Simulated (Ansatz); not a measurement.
Input for Ansatz (an electronic-structure program): R-CCSD(T)/def2-SVPD on H4Sn (SMILES [SnH4]) with ghost functions, monomers drawn apart or pushed together. Elements past Kr take the def2 small-core potentials; no spin–orbit coupling. The run froze 9 orbitals, filled d shells among them.

Ansatz 0.2 input:
```yaml
crystal:
  periodic: [false, false, false]
  atoms:
    - {symbol: Sn, position_ang: [0.14919305, 0.27148969, 0.13691022]}
    - {symbol: H, position_ang: [-1.49090734, 0.31754174, -0.32031598]}
    - {symbol: H, position_ang: [0.34529275, -0.96304735, 1.32508418]}
    - {symbol: H, position_ang: [1.13871927, -0.15042624, -1.18625680]}
    - {symbol: H, position_ang: [0.64312129, 1.75223943, 0.81846569]}
basis:
  gaussian:
    orbitals: def2-SVPD
    ghost_atoms:
      - {symbol: F, position_ang: [-1.11150371, -0.76166091, 3.77774742]}
      - {symbol: H, position_ang: [-0.57641887, -0.96812232, 3.04265103]}
magnetization: {spin_polarized: false}
correlation: {method: ccsd_t, electrons: outside_noble_gas}
scf: {lower_state_search: off}
```

Program output:

```
WARN ansatz: RAYON_NUM_THREADS=1 ignored (pool sized by the plan → 1); use --threads N
Functional definition: HF
these checks for a lower state are left out or cut short: stability, starts, cluster_reference, orbital_swaps, neighbouring_geometries, increment
integrals: 0.11 GiB planned
951 factors; integrals over basis functions are off by at most 5.1e-4 eV
mean field: 0.17 GiB planned
mean field evaluation 1: about -5867.2457 eV, gradient 8.7e0 eV
mean field evaluation 2: about -5867.2493 eV, gradient 8.7e0 eV
mean field evaluation 4: about -5867.6740 eV, gradient 7.7e-1 eV
mean field evaluation 8: about -5867.6760 eV, gradient 9.7e-5 eV
mean field -5867.67597645 eV, -215.6331148810 hartree, gradient 7.5e-7 eV, S^2 0.000000; 0 other end points of the search recorded, 0 dependent functions left out
9 core orbitals not correlated
reference -5867.67597645 eV, -215.6331148810 hartree; 4, 4 occupied and 82, 82 virtual orbitals, 951 factors
second order -2.94132428 eV of doubles, -0.00000000 eV of singles
coupled cluster: 0.30 GiB planned
cycle   1  -3.53465935 eV  change   -5.9e-1 eV  update   5.9e-2
cycle   2  -3.76457031 eV  change   -2.3e-1 eV  update   2.1e-2
cycle   3  -3.76958872 eV  change   -5.0e-3 eV  update   4.4e-3
cycle   4  -3.76908191 eV  change    5.1e-4 eV  update   1.4e-3
cycle   5  -3.76890711 eV  change    1.7e-4 eV  update   4.2e-4
cycle   6  -3.76883962 eV  change    6.7e-5 eV  update   9.4e-5
cycle   7  -3.76884590 eV  change   -6.3e-6 eV  update   2.9e-5
cycle   8  -3.76885425 eV  change   -8.4e-6 eV  update   8.7e-6
perturbative correction -0.06721676 eV, -0.0024701704 hartree
Total energy: -5871.51204746 eV, -215.7740878905 hartree
Checks for a lower state left out: stability, starts, cluster_reference, orbital_swaps, neighbouring_geometries, increment
```

The run converged.

Cost: around 2.9 core-seconds (rough).
